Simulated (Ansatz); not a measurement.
C2H7ClSn, SMILES `[CH3][SnH2][CH2]Cl`. The species carries charge 0 and has multiplicity 1. Correlated methods include outer-core shells of Sn, which these sets cover unevenly. Sn takes the def2 core potential.

```xyz
11

C    -0.4587   -1.4654   -0.9005
Sn    0.9049   -0.0518   -0.0672
C    -0.2529    1.5473    0.8148
Cl   -1.4622    0.8780    1.9444
H    -1.1886   -1.7447   -0.1407
H     0.0735   -2.3569   -1.2322
H    -0.9795   -1.0250   -1.7509
H     1.9242    0.6244   -1.2687
H     1.8571   -0.7493    1.1681
H    -0.7935    2.1089    0.0545
H     0.3757    2.2344    1.3784
```

(1) Give the diagnostics of a CCSD(T)/def2-TZVPP run (frozen core, the Gaussian-basis code of Ansatz). (An estimate is asked.)

Results:

(1) Computed: T1 = 0.0111, largest single amplitude 0.020, largest double 0.034, (T) share of the correlation energy 3.5 %, 9 CCSD cycles. The RHF solution is stable towards an unrestricted one. T1 lies under the customary mark of 0.02 for closed shells.
